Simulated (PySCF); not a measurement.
Isomers C7H8NOP:

A. SMILES C=Cc1pccnc1OC
B. SMILES C(C)(C)c1occ(C#N)p1
C. `InChI=1S/C7H8NOP/c1-5-3-10-4-7(8-5)6(2)9/h3-4H,1-2H3`

Spectrum 1. $^{13}$C{$^{1}$H} NMR (computed): δ 206.0 (C), 165.2 (C), 161.2 (CH), 155.3 (C), 151.2 (CH), 30.5 (CH3), 29.8 (CH3).

Spectrum 2. $^{13}$C{$^{1}$H} NMR (computed): δ 166.8 (C), 156.6 (C), 154.8 (CH), 144.7 (CH), 140.3 (CH), 120.5 (CH2), 55.8 (CH3).

Spectrum 3. $^{13}$C{$^{1}$H} NMR (computed): δ 225.7 (C), 158.9 (CH), 121.0 (C), 118.9 (C), 38.3 (CH), 31.4 (CH3).

One conformer, no solvent model, non-relativistic Hamiltonian, averaged over atoms made equivalent by symmetry, fast rotation or ring inversion. NMR shieldings at PBE0/pcSseg-1/GIAO; structure optimised with GFN2-xTB; PySCF 2.14.

δ = σ(ref) − σ, references computed at the same level: $^{13}$C against TMS. Splittings of carbon signals by F and P are missing where no couplings were computed. Shifts are as computed. Against solution values, carbons near 30 ppm lie about +3 ppm off and those near 130 ppm about +5 ppm. Of 1211 compounds with measured shifts, 218 miss one by over three times the rms of a fit or turn the order of signals round; such compounds aren't used in these exercises.

Match each spectrum to its structure.

Answers

1–C, 2–A, 3–B.

- Spectrum 1 (C): 7 $^{13}$C signals; δC 206.0 is a ketone carbonyl carbon; δC 30.5 is a methyl carbon on an aromatic ring.
- Spectrum 2 (A): 7 $^{13}$C signals; δC 166.8 is an aromatic carbon bearing oxygen; δC 154.8 is an aromatic CH next to a ring nitrogen.
- Spectrum 3 (B): 6 $^{13}$C signals; δC 118.9 is a nitrile carbon; δC 38.3 is an sp3 CH on an aromatic ring.
